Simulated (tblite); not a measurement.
C₄H₁₁AsGaN.
Bonds: C1–C2, C2–C3, C2–C4, C4–N5 (triple), C2–As6, As6–Ga7. Hydrogens: H8, H9, H10 on C1; H11, H12, H13 on C3; H14, H15 on As6; H16, H17, H18 on Ga7.
Bond orders are those of one Lewis drawing.

Computed with GFN2-xTB (tblite), gas phase: L-BFGS steps from a force-field or distance-geometry start until the largest atomic force falls under 0.01 eV/Å.

Geometry at step 21:
```
atom  x, y, z in Å
C1     -0.3891   -1.5583   -0.3045
C2     -0.9667   -0.1578   -0.1082
C3     -1.5287   -0.0019    1.3084
C4     -1.9781    0.0991   -1.0967
N5     -2.7607    0.2894   -1.9095
As6     0.4945    1.2074   -0.4448
Ga7     3.1175    0.5212    0.0885
H8     -1.0790   -2.3162    0.0663
H9      0.5495   -1.6452    0.2530
H10    -0.1999   -1.7461   -1.3633
H11    -1.2932    0.9765    1.7322
H12    -1.1122   -0.7623    1.9637
H13    -2.6106   -0.1176    1.3110
H14    -0.3459    2.3761   -0.0305
H15     0.1972    1.4698   -1.8840
H16     3.0498    0.7272    1.6281
H17     3.0496   -0.9517   -0.4164
H18     3.7973    1.5967   -0.8050
```

Question: Give the atomic forces at this geometry.

Answer: 
```json
{"atom": "C1", "Fx (eV/Å)": "0.022", "Fy (eV/Å)": "-0.105", "Fz (eV/Å)": "-0.060"}
{"atom": "C2", "Fx (eV/Å)": "-0.026", "Fy (eV/Å)": "0.021", "Fz (eV/Å)": "-0.023"}
{"atom": "C3", "Fx (eV/Å)": "-0.076", "Fy (eV/Å)": "0.035", "Fz (eV/Å)": "0.165"}
{"atom": "C4", "Fx (eV/Å)": "0.052", "Fy (eV/Å)": "-0.072", "Fz (eV/Å)": "0.053"}
{"atom": "N5", "Fx (eV/Å)": "-0.100", "Fy (eV/Å)": "0.045", "Fz (eV/Å)": "-0.049"}
{"atom": "As6", "Fx (eV/Å)": "0.191", "Fy (eV/Å)": "0.001", "Fz (eV/Å)": "0.042"}
{"atom": "Ga7", "Fx (eV/Å)": "-0.109", "Fy (eV/Å)": "0.052", "Fz (eV/Å)": "0.003"}
{"atom": "H8", "Fx (eV/Å)": "-0.048", "Fy (eV/Å)": "-0.012", "Fz (eV/Å)": "-0.085"}
{"atom": "H9", "Fx (eV/Å)": "0.011", "Fy (eV/Å)": "-0.007", "Fz (eV/Å)": "-0.035"}
{"atom": "H10", "Fx (eV/Å)": "0.092", "Fy (eV/Å)": "-0.033", "Fz (eV/Å)": "-0.012"}
{"atom": "H11", "Fx (eV/Å)": "-0.017", "Fy (eV/Å)": "0.107", "Fz (eV/Å)": "0.008"}
{"atom": "H12", "Fx (eV/Å)": "0.095", "Fy (eV/Å)": "-0.016", "Fz (eV/Å)": "0.061"}
{"atom": "H13", "Fx (eV/Å)": "-0.080", "Fy (eV/Å)": "-0.026", "Fz (eV/Å)": "-0.009"}
{"atom": "H14", "Fx (eV/Å)": "0.033", "Fy (eV/Å)": "0.052", "Fz (eV/Å)": "-0.067"}
{"atom": "H15", "Fx (eV/Å)": "0.016", "Fy (eV/Å)": "-0.040", "Fz (eV/Å)": "0.022"}
{"atom": "H16", "Fx (eV/Å)": "0.000", "Fy (eV/Å)": "0.021", "Fz (eV/Å)": "0.040"}
{"atom": "H17", "Fx (eV/Å)": "-0.034", "Fy (eV/Å)": "-0.008", "Fz (eV/Å)": "-0.065"}
{"atom": "H18", "Fx (eV/Å)": "-0.024", "Fy (eV/Å)": "-0.014", "Fz (eV/Å)": "0.010"}
```

The largest, 0.20 eV/Å, acts on As6; the rms over all components is 0.061 eV/Å. The forces sum to zero within rounding, as they must for an isolated molecule in no field.

Question: Give the force on As6 in Eh/bohr and in nN.

Answer: 0.196 eV/Å ÷ 51.422 = 0.00380 Eh/bohr, and 0.196 eV/Å × 1.602 = 0.31 nN.

Question: How far is this geometry from the end of the optimisation?

Answer: 0.213 eV above it, and 0.586 Å rms away after alignment. The bonds farthest from their final lengths, with half the difference of the two atoms' forces along the bond (positive lengthens):

| bond | now (Å) | final (Å) | force along bond (eV/Å) |
| --- | --- | --- | --- |
| As6–Ga7 | 2.763 | 2.677 | -0.15 |
| C2–As6 | 2.028 | 2.016 | +0.07 |
| Ga7–H16 | 1.555 | 1.565 | +0.01 |
| C3–H12 | 1.087 | 1.094 | +0.02 |
| Ga7–H17 | 1.559 | 1.564 | +0.04 |
| Ga7–H18 | 1.555 | 1.550 | -0.01 |

The angle farthest from its final value is C2–As6–Ga7, 119.0° against 104.8°.

Of the 3 listed bonds off by 0.010 Å or more, this force points towards the final length in 2.

The cost below is that of the whole relaxation. Hardware: one thread, Arm Neoverse N1 (aarch64), shared host. Cost: 2.5 s of wall time.
